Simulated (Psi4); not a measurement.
Pair of molecules, SMILES CF with SMILES CC#N, pulled apart as rigid monomers along the line of their centres of mass from the B3LYP-D3(BJ)/def2-TZVP minimum (SMILES order as in the coordinates).
Starting geometry (charge 0, multiplicity 1):
```xyz
11

C      0.373     0.592    -0.178
F      1.163    -0.292     0.566
H     -0.178     1.226     0.515
H      1.031     1.190    -0.809
H     -0.311     0.006    -0.791
C      1.055    -0.334     3.806
C      0.144     0.726     3.410
N     -0.575     1.562     3.083
H      1.403    -0.858     2.917
H      1.913     0.087     4.332
H      0.548    -1.037     4.467
```

The numbers are results of Psi4 with SAPT0/jun-cc-pV(D+d)Z, not measurements.

| F2···H9 (Å) | electrostatics (kcal/mol) | exchange (kcal/mol) | induction (kcal/mol) | dispersion (kcal/mol) | total |
|---|---|---|---|---|---|
| 2.22 | -7.20 | 8.28 | -1.55 | [?] | -3.07 |
| 2.43 | -4.83 | 3.56 | -0.83 | -1.64 | -3.75 |
| 2.76 | -3.07 | 0.99 | -0.37 | -0.86 | -3.32 |
| 3.33 | -1.81 | 0.11 | -0.12 | -0.33 | -2.15 |
| 4.26 | [?] | 0.00 | -0.03 | -0.09 | -1.09 |

**Question.** Complete the blanks.

**Answer.** 
- 4.26, electrostatics (kcal/mol): -0.97
- 2.22, dispersion (kcal/mol): -2.60
